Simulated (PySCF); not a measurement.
Compound: C4H12BClO.
Geometry (GFN2-xTB, Å), atoms numbered from 1 in this order:
```
atom  x, y, z in Å
C1    -1.7658    0.8014    1.1102
O2    -0.7661    0.0126    0.4971
C3    -1.2767   -1.2405    0.0823
B4     0.0131    0.8245   -0.7146
C5     1.3707    0.0062   -1.0867
C6     2.3836   -0.1264    0.0379
Cl7    1.8230   -1.2371    1.3192
H8    -2.5703    1.0426    0.4081
H9    -1.2966    1.7240    1.4430
H10   -2.1756    0.2667    1.9712
H11   -1.7198   -1.7548    0.9385
H12   -0.4419   -1.8261   -0.2916
H13   -2.0252   -1.1217   -0.7074
H14   -0.7608    0.8765   -1.6208
H15    0.2544    1.8828   -0.2309
H16    1.1839   -0.9848   -1.5076
H17    1.8703    0.5741   -1.8766
H18    2.5568    0.8322    0.5263
H19    3.3331   -0.5431   -0.3051
```

A PySCF run (density fitting, gas phase, GFN2-xTB geometry) gave HOMO -4.16 eV, LUMO 3.84 eV, dipole 3.47 D.

Task: Which of these levels was it?
A. PW91/cc-pVDZ
B. OPBE/pcSseg-1
C. PW91/STO-3G
D. PBE0/def2-SVPD
E. PBE0/pcSseg-1

Result: C. It is PW91/STO-3G. All candidates on this geometry:

| level and settings | kind | basis functions | SCF cycles | E (Eh) | HOMO (eV) | LUMO (eV) | dipole (D) |
| --- | --- | --- | --- | --- | --- | --- | --- |
| PW91/cc-pVDZ | GGA | 162 | 14 | -719.7616 | -6.01 | 0.40 | 3.01 |
| OPBE/pcSseg-1, damping 0.1 at the start, DIIS from the seventh cycle | GGA | 186 | 22 | -719.6830 | -6.10 | 0.45 | 3.16 |
| PBE0/def2-SVPD | global hybrid | 246 | 14 | -719.1153 | -7.54 | 0.46 | 3.04 |
| PW91/STO-3G | GGA | 51 | 12 | -711.5101 | -4.16 | 3.84 | 3.47 |
| PBE0/pcSseg-1 | global hybrid | 186 | 13 | -719.3751 | -7.50 | 1.13 | 3.21 |

The nearest other candidate, by the summed differences of HOMO and LUMO, is PW91/cc-pVDZ: its HOMO differs by -1.85 eV and its LUMO by -3.44 eV. Cycle counts include a coarse-grid stage where the run had one.
